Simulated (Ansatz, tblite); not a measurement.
Removing and adding an electron: Si₄O₈ (the lowest singlet isomer of a short search). The state is a singlet with charge 0. Geometry: PBE-D4/def2-SVP. Ansatz, gas phase; energy differences of separate SCF runs; the oxidised species was run as a doublet alone; the reduced species was run as a doublet alone.

```tsv
atom	x (Å)	y (Å)	z (Å)
Si1	0.0117	-1.5134	1.9315
Si2	0.2586	-2.1973	-1.0612
Si3	-0.0490	0.6901	-0.1617
Si4	-0.2207	3.0154	-0.7073
O5	0.1786	-2.4688	0.5789
O6	0.1283	-0.5496	-1.2480
O7	1.0650	1.9513	-0.3579
O8	-1.3336	1.7392	-0.5076
O9	0.4190	-3.2448	-2.1695
O10	-0.0396	-1.9735	3.3933
O11	-0.3305	4.5038	-1.0567
O12	-0.0878	0.0477	1.3661
```

The xTB rows come from tblite. B3LYP takes the VWN-RPA correlation. HOMO above LUMO, or a gap near zero within one spin, warns that the state may not be the lowest or that an electron is smeared out. The structure comes from a short search, and lower isomers may exist.

```json
{"level": "GFN1-xTB", "−HOMO (eV)": "13.34", "vertical IE (eV)": "16.19", "−LUMO (eV)": "8.56", "vertical EA (eV)": "5.95", "HOMO–LUMO gap (eV)": "4.78", "IE − EA (eV)": "10.23", "remarks": "–"}
{"level": "GFN2-xTB", "−HOMO (eV)": "13.46", "vertical IE (eV)": "15.89", "−LUMO (eV)": "7.74", "vertical EA (eV)": "5.31", "HOMO–LUMO gap (eV)": "5.72", "IE − EA (eV)": "10.58", "remarks": "–"}
{"level": "PBE-D4/def2-TZVP", "−HOMO (eV)": "7.92", "vertical IE (eV)": "10.29", "−LUMO (eV)": "4.18", "vertical EA (eV)": "2.15", "HOMO–LUMO gap (eV)": "3.74", "IE − EA (eV)": "8.14", "remarks": "gap within one spin near zero (+1 doublet)"}
{"level": "B3LYP-D4/def2-TZVP", "−HOMO (eV)": "9.24", "vertical IE (eV)": "10.98", "−LUMO (eV)": "3.60", "vertical EA (eV)": "2.02", "HOMO–LUMO gap (eV)": "5.65", "IE − EA (eV)": "8.96", "remarks": "–"}
{"level": "PBE0-D4/def2-TZVP", "−HOMO (eV)": "9.54", "vertical IE (eV)": "11.08", "−LUMO (eV)": "3.32", "vertical EA (eV)": "1.90", "HOMO–LUMO gap (eV)": "6.21", "IE − EA (eV)": "9.19", "remarks": "–"}
```

   Raw xTB energy differences between charge states are shifted by several eV; the methods need an empirical correction for them. Sets without diffuse functions give affinities that are too small.
